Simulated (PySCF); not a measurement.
trans-ethylamine (C2H7N), singlet, geometry from GFN2-xTB, atoms displaced at random by about 0.02 Å a coordinate; PBE0/STO-3G (PySCF).

Here is a job for PySCF.
```python
from pyscf import gto, scf, dft
from pyscf.geomopt import geometric_solver

mol = gto.Mole()
mol.atom = '''
    C     1.220272   -0.316549   -0.008762
    C    -0.008987    0.575943   -0.021292
    N    -1.303876   -0.074804    0.007571
    H     2.142592    0.273711   -0.004828
    H     1.192056   -0.947943    0.862471
    H     1.257106   -0.973350   -0.899561
    H     0.008815    1.187621   -0.911439
    H     0.011858    1.175219    0.868818
    H    -1.372153   -0.727743    0.824585
    H    -1.352731   -0.694893   -0.782239
'''
mol.basis = 'sto-3g'
mol.charge = 0
mol.spin = 0
mol.verbose = 3
mol.build()

def method(m):
    mf = dft.RKS(m)
    mf.xc = 'pbe0'
    return mf

conv, mol_eq = geometric_solver.kernel(method(mol), maxsteps=100, convergence_set='GAU_TIGHT')
print('optimisation converged:', conv)
print(mol_eq.tostring(format='xyz'))
mf = method(mol_eq)
mf.kernel()
```

Output, abridged:

```
Custom engine selected.
Bonds will be generated from interatomic distances less than 1.20 times sum of covalent radii
30 internal coordinates being used (instead of 30 Cartesians)
Internal coordinate system (atoms numbered from 1):
Distance 1-2
Distance 1-4
Distance 1-5
Distance 1-6
Distance 2-3
Distance 2-7
Distance 2-8
Distance 3-9
Distance 3-10
Angle 2-1-4
Angle 2-1-5
Angle 2-1-6
Angle 4-1-5
Angle 4-1-6
Angle 5-1-6
Angle 1-2-3
Angle 1-2-7
Angle 1-2-8
Angle 3-2-7
Angle 3-2-8
Angle 7-2-8
Angle 2-3-9
Angle 2-3-10
Angle 9-3-10
Dihedral 4-1-2-3
Dihedral 4-1-2-7
Dihedral 4-1-2-8
Dihedral 5-1-2-3
Dihedral 5-1-2-7
Dihedral 5-1-2-8
Dihedral 6-1-2-3
Dihedral 6-1-2-7
Dihedral 6-1-2-8
Dihedral 1-2-3-9
Dihedral 1-2-3-10
Dihedral 7-2-3-9
Dihedral 7-2-3-10
Dihedral 8-2-3-9
Dihedral 8-2-3-10
Translation-X 1-10
Translation-Y 1-10
Translation-Z 1-10
Rotation-A 1-10
Rotation-B 1-10
Rotation-C 1-10
<class 'geometric.internal.Distance'> : 9
<class 'geometric.internal.Angle'> : 15
<class 'geometric.internal.Dihedral'> : 15
<class 'geometric.internal.TranslationX'> : 1
<class 'geometric.internal.TranslationY'> : 1
<class 'geometric.internal.TranslationZ'> : 1
<class 'geometric.internal.RotationA'> : 1
<class 'geometric.internal.RotationB'> : 1
<class 'geometric.internal.RotationC'> : 1
> ===== Optimization Info: ====
> Job type: Energy minimization
> Maximum number of optimization cycles: 100
> Initial / maximum trust radius (Angstrom): 0.100 / 0.300
> Convergence Criteria:
> Will converge when all 5 criteria are reached:
>  |Delta-E| < 1.00e-06
>  RMS-Grad  < 1.00e-05
>  Max-Grad  < 1.50e-05
>  RMS-Disp  < 4.00e-05
>  Max-Disp  < 6.00e-05
> === End Optimization Info ===

Geometry optimization cycle 1
Cartesian coordinates (Angstrom)
 Atom        New coordinates             dX        dY        dZ
   C   1.220272  -0.316549  -0.008762    0.000000  0.000000  0.000000
   C  -0.008987   0.575943  -0.021292    0.000000  0.000000  0.000000
   N  -1.303876  -0.074804   0.007571    0.000000  0.000000  0.000000
   H   2.142592   0.273711  -0.004828    0.000000  0.000000  0.000000
   H   1.192056  -0.947943   0.862471    0.000000  0.000000  0.000000
   H   1.257106  -0.973350  -0.899561    0.000000  0.000000  0.000000
   H   0.008815   1.187621  -0.911439    0.000000  0.000000  0.000000
   H   0.011858   1.175219   0.868818    0.000000  0.000000  0.000000
   H  -1.372153  -0.727743   0.824585    0.000000  0.000000  0.000000
   H  -1.352731  -0.694893  -0.782239    0.000000  0.000000  0.000000

WARN: Mole.unit (angstrom) is changed to Bohr

converged SCF energy = -133.335195228069
--------------- RKS_Scanner gradients ---------------
         x                y                z
0 C    -0.0148808915     0.0137391792     0.0219520308
1 C    -0.0067803188     0.0026287582    -0.0023878074
2 N     0.0352325339    -0.0072803801    -0.0273971058
3 H    -0.0008211546    -0.0014891021    -0.0025143647
4 H    -0.0039316155     0.0106846128    -0.0152248302
5 H     0.0016405897    -0.0045299504    -0.0053621607
6 H    -0.0015235387    -0.0166108779     0.0112691108
7 H    -0.0054833889    -0.0232327189    -0.0153870319
8 H    -0.0063297892    -0.0023990229    -0.0038013084
9 H     0.0028968165     0.0284885973     0.0388521209
----------------------------------------------
cycle 1: E = -133.335195228  dE = -133.335  norm(grad) = 0.0837842
Step    0 : Gradient = 2.649e-02/4.826e-02 (rms/max) Energy = -133.3351952281
[...]
Geometry optimization cycle 2
Cartesian coordinates (Angstrom)
 Atom        New coordinates             dX        dY        dZ
   C   1.228568  -0.337652  -0.004618    0.008296 -0.021103  0.004144
   C  -0.023108   0.598868  -0.007944   -0.014121  0.022925  0.013348
   N  -1.352879  -0.095571  -0.004499   -0.049003 -0.020767 -0.012070
   H   2.151565   0.255874  -0.005314    0.008973 -0.017837 -0.000486
   H   1.239190  -0.989749   0.885143    0.047134 -0.041806  0.022672
   H   1.241901  -0.979357  -0.893035   -0.015205 -0.006007  0.006526
[...]
converged SCF energy = -133.343440342127
Step   19 : Displace = 4.763e-04/7.933e-04 (rms/max) Trust = 3.000e-01 (=) Grad = 2.265e-04/6.096e-04 (rms/max) E (change) = -133.3434403421 (+3.159e-07) Quality = -0.628
converged SCF energy = -133.343440625908
Step   20 : Displace = 2.262e-04/3.103e-04 (rms/max) Trust = 2.382e-04 (-) Grad = 1.659e-04/4.542e-04 (rms/max) E (change) = -133.3434406259 (-2.838e-07) Quality = 1.386
converged SCF energy = -133.343441033179
Step   21 : Displace = 5.767e-04/8.731e-04 (rms/max) Trust = 3.368e-04 (+) Grad = 6.070e-05/1.589e-04 (rms/max) E (change) = -133.3434410332 (-4.073e-07) Quality = 1.081
converged SCF energy = -133.343441198556
Step   22 : Displace = 4.762e-04/9.068e-04 (rms/max) Trust = 4.763e-04 (+) Grad = 1.792e-05/2.570e-05 (rms/max) E (change) = -133.3434411986 (-1.654e-07) Quality = 1.192
converged SCF energy = -133.343441302467
Step   23 : Displace = 7.008e-04/1.105e-03 (rms/max) Trust = 6.736e-04 (+) Grad = 8.458e-06/1.495e-05 (rms/max) E (change) = -133.3434413025 (-1.039e-07) Quality = 1.159
converged SCF energy = -133.343441355363
Step   24 : Displace = 9.154e-04/1.394e-03 (rms/max) Trust = 9.526e-04 (+) Grad = 2.709e-06/6.215e-06 (rms/max) E (change) = -133.3434413554 (-5.290e-08) Quality = 1.029
converged SCF energy = -133.343441318261
Step   25 : Displace = 2.205e-04/3.535e-04 (rms/max) Trust = 1.347e-03 (+) Grad = 7.357e-06/1.475e-05 (rms/max) E (change) = -133.3434413183 (+3.710e-08) Quality = -10.575
[...]
   H   1.140060  -1.003986  -0.903268   -0.002419 -0.000574 -0.000373
   H  -0.157956   1.171505  -0.891236   -0.006268 -0.002940  0.000349
   H  -0.124364   1.182483   0.887503   -0.005216 -0.002775  0.000337
   H  -1.362113  -0.884862   0.854005   -0.001658 -0.004871  0.001258
   H  -1.393085  -0.894969  -0.785531   -0.002564 -0.005148  0.001277
converged SCF energy = -133.34344126661
--------------- RKS_Scanner gradients ---------------
         x                y                z
0 C     0.0000039519    -0.0000087334    -0.0000012998
1 C     0.0000048789     0.0000150190     0.0000003688
2 N    -0.0000066510    -0.0000022882    -0.0000068070
3 H    -0.0000040179    -0.0000018080     0.0000006689
4 H    -0.0000002329     0.0000007789    -0.0000021747
5 H    -0.0000000292     0.0000020246     0.0000016131
6 H     0.0000006458     0.0000001981     0.0000036809
7 H     0.0000014653     0.0000002404    -0.0000038583
8 H    -0.0000022716    -0.0000029176     0.0000032186
9 H    -0.0000024992     0.0000022835     0.0000042670
----------------------------------------------
cycle 27: E = -133.343441267  dE = 5.16511e-08  norm(grad) = 2.35721e-05
Step   26 : Displace = 9.528e-05/1.557e-04 (rms/max) Trust = 1.103e-04 (-) Grad = 7.268e-06/1.503e-05 (rms/max) E (change) = -133.3434412666 (+5.165e-08) Quality = -30.512
Not rejecting step - energy change meets convergence criteria
Eigenvalues below 1.0000e-05 (5.8293e-06) - returning guess
[...]
Geometry optimization cycle 28
Cartesian coordinates (Angstrom)
 Atom        New coordinates             dX        dY        dZ
   C   1.127940  -0.356598  -0.016354   -0.000007  0.000005  0.000001
   C  -0.148067   0.524585   0.002294   -0.000007 -0.000012  0.000004
   N  -1.452383  -0.226525   0.031557    0.000007  0.000005  0.000003
   H   2.027754   0.271676  -0.037093   -0.000001  0.000007 -0.000014
   H   1.173535  -0.993187   0.877263   -0.000003  0.000014  0.000011
   H   1.140043  -1.003993  -0.903263   -0.000017 -0.000007  0.000006
   H  -0.157974   1.171491  -0.891241   -0.000018 -0.000014 -0.000004
   H  -0.124382   1.182466   0.887517   -0.000018 -0.000017  0.000014
   H  -1.362075  -0.884859   0.853996    0.000037  0.000003 -0.000010
   H  -1.393059  -0.894953  -0.785543    0.000026  0.000016 -0.000012
converged SCF energy = -133.343441265982
--------------- RKS_Scanner gradients ---------------
         x                y                z
0 C    -0.0000023661    -0.0000037218    -0.0000011246
1 C     0.0000003314    -0.0000047808     0.0000010744
2 N    -0.0000016091     0.0000067641     0.0000016871
3 H     0.0000004536     0.0000007222     0.0000004189
4 H    -0.0000013465    -0.0000001673     0.0000001229
5 H    -0.0000008607     0.0000005771    -0.0000008970
6 H    -0.0000013164     0.0000002298    -0.0000011262
7 H    -0.0000005933     0.0000004662     0.0000010149
8 H     0.0000011351     0.0000032745    -0.0000007905
9 H     0.0000014137     0.0000014282    -0.0000007030
----------------------------------------------
cycle 28: E = -133.343441266  dE = 6.27892e-10  norm(grad) = 1.10672e-05
Step   27 : Displace = 2.219e-05/3.667e-05 (rms/max) Trust = 4.764e-05 (-) Grad = 2.403e-06/5.323e-06 (rms/max) E (change) = -133.3434412660 (+6.279e-10) Quality = -0.951
[...]
Converged! =D

optimisation converged: True
10
XYZ from PySCF
C           1.12793986       -0.35659836       -0.01635366
C          -0.14806730        0.52458533        0.00229360
N          -1.45238281       -0.22652462        0.03155747
H           2.02775360        0.27167552       -0.03709326
H           1.17353456       -0.99318663        0.87726321
H           1.14004310       -1.00399346       -0.90326276
H          -0.15797371        1.17149077       -0.89124064
H          -0.12438160        1.18246608        0.88751728
H          -1.36207525       -0.88485873        0.85399576
H          -1.39305907       -0.89495283       -0.78554325
converged SCF energy = -133.343441265988
```
